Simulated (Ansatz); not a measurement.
The inner images of a band of ClH4NSi + FH + FH (11 atoms, charge 0, multiplicity 1) are given out of order.

Level of theory: Ansatz 0.2.0, RKS BLYP-D4/cc-pVDZ.

Image 0:

```xyz
11
Properties=species:S:1:pos:R:3
Si -0.663 -1.092 -0.697
Cl 1.261 -1.777 0.156
H -0.801 -1.994 -1.880
H -1.641 -1.335 0.399
N -0.688 0.563 -1.179
H 0.338 1.294 1.581
F -0.614 1.452 1.495
H 1.759 -0.053 1.047
F 1.839 0.832 1.441
H -0.109 0.873 -1.966
H -0.680 1.236 -0.396
```

Image 8:

```xyz
11
Properties=species:S:1:pos:R:3
Si -1.334 -0.494 -0.145
Cl 2.649 -0.471 -0.642
H -0.873 -1.912 -0.187
H -2.812 -0.277 -0.173
N -0.580 0.409 -1.399
H 0.570 0.418 1.820
F -0.905 0.032 1.442
H 2.218 0.028 0.529
F 1.515 0.614 1.906
H 0.428 0.283 -1.559
H -0.876 1.371 -1.592
```

Question: Put them in order from the first end to the last, with their energies above the first end.
A.
```xyz
11
Properties=species:S:1:pos:R:3
Si -0.658 -0.842 -0.567
Cl 1.335 -1.521 0.238
H -0.657 -1.850 -1.665
H -1.653 -1.142 0.498
N -0.859 0.660 -1.399
H 0.506 0.950 1.593
F -0.413 0.927 1.249
H 1.912 -0.150 1.422
F 1.935 0.686 1.944
H -0.602 0.717 -2.388
H -0.845 1.566 -0.925
```
B.
```xyz
11
Properties=species:S:1:pos:R:3
Si -1.242 -0.525 -0.194
Cl 2.512 -1.053 -0.305
H -0.658 -1.873 -0.422
H -2.733 -0.459 -0.122
N -0.684 0.587 -1.388
H 0.627 0.574 1.714
F -0.765 -0.099 1.407
H 2.210 -0.193 0.677
F 1.531 0.920 1.727
H 0.311 0.605 -1.634
H -1.109 1.517 -1.461
```
C.
```xyz
11
Properties=species:S:1:pos:R:3
Si -1.125 -0.443 -0.354
Cl 2.468 -1.795 0.599
H -0.252 -1.543 -0.848
H -2.506 -0.836 0.057
N -1.161 0.799 -1.555
H 0.904 0.726 1.589
F -0.482 0.108 1.139
H 2.314 -0.593 1.158
F 1.832 0.941 1.739
H -0.332 0.958 -2.134
H -1.660 1.678 -1.389
```
D.
```xyz
11
Properties=species:S:1:pos:R:3
Si -1.204 -0.481 -0.257
Cl 2.634 -1.503 0.170
H -0.435 -1.710 -0.587
H -2.676 -0.643 -0.062
N -0.918 0.725 -1.458
H 0.731 0.630 1.630
F -0.676 -0.019 1.314
H 2.321 -0.418 0.883
F 1.645 0.944 1.642
H 0.026 0.871 -1.829
H -1.446 1.603 -1.446
```
E.
```xyz
11
Properties=species:S:1:pos:R:3
Si -0.711 -0.610 -0.390
Cl 1.521 -1.561 0.460
H -0.438 -1.658 -1.439
H -1.804 -1.142 0.480
N -0.908 0.762 -1.425
H 0.725 0.799 1.544
F -0.365 0.626 1.047
H 1.862 -0.350 1.335
F 1.779 0.718 1.896
H -0.689 0.692 -2.420
H -0.972 1.724 -1.087
```
F.
```xyz
11
Properties=species:S:1:pos:R:3
Si -0.659 -1.012 -0.688
Cl 1.360 -1.580 0.030
H -0.842 -2.006 -1.788
H -1.532 -1.221 0.498
N -0.812 0.582 -1.329
H 0.401 1.181 1.639
F -0.518 1.323 1.366
H 1.828 -0.105 1.298
F 1.876 0.691 1.853
H -0.388 0.806 -2.234
H -0.714 1.342 -0.644
```
G.
```xyz
11
Properties=species:S:1:pos:R:3
Si -0.993 -0.489 -0.406
Cl 2.005 -1.727 0.597
H -0.269 -1.562 -1.150
H -2.198 -1.047 0.273
N -1.167 0.813 -1.530
H 0.927 0.828 1.621
F -0.355 0.299 0.988
H 2.076 -0.561 1.263
F 1.841 0.906 1.934
H -0.643 0.766 -2.407
H -1.225 1.775 -1.184
```

Answer: F (+2.2 kJ/mol), A (+21.3 kJ/mol), E (+73.8 kJ/mol), G (+10.9 kJ/mol), C (-18.0 kJ/mol), D (-23.7 kJ/mol), B (-31.4 kJ/mol).

Time of the run: 4.2 min on 2 threads of Intel(R) Xeon(R) Platinum 8488C (Sapphire Rapids), on a shared host, peak memory 0.18 GiB.
